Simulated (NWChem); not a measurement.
## N-methylmethanimine (C₂H₅N)

SMILES: N(=C)C
```xyz
8

C     -1.1018     0.3452     0.0000
N      0.0354    -0.5448     0.0000
C      1.1976    -0.0473     0.0000
H     -1.7294     0.1339    -0.8824
H     -1.7294     0.1339     0.8824
H     -0.8381     1.4237     0.0000
H      1.3987     1.0455     0.0000
H      2.0757    -0.7107     0.0000
```
Charge 0, spin multiplicity 1.

Everything below was run with NWChem. All single points use one geometry, from B3LYP/def2-SVP, a minimum by its harmonic frequencies.

Symmetry labels belong to the abelian group Cs used in the runs, with the axes of the coordinates shown; states degenerate in a higher group split over its labels.

B3LYP has NWChem's definition, with VWN1-RPA local correlation. The Pople sets run with spherical d functions.

### Question
List the lowest 6 singlet excitations that TD-B3LYP/6-31+G* (spherical d), VWN1-RPA local correlation gives, with oscillator strengths.

### Answer
| state | symmetry | energy (eV) | wavelength (nm) | f |
|---|---|---|---|---|
| 1 | a" | 4.92 | 252 | 0.001 |
| 2 | a' | 6.56 | 189 | 0.029 |
| 3 | a' | 7.08 | 175 | 0.005 |
| 4 | a' | 7.29 | 170 | 0.119 |
| 5 | a' | 7.60 | 163 | 0.150 |
| 6 | a" | 7.75 | 160 | 0.019 |
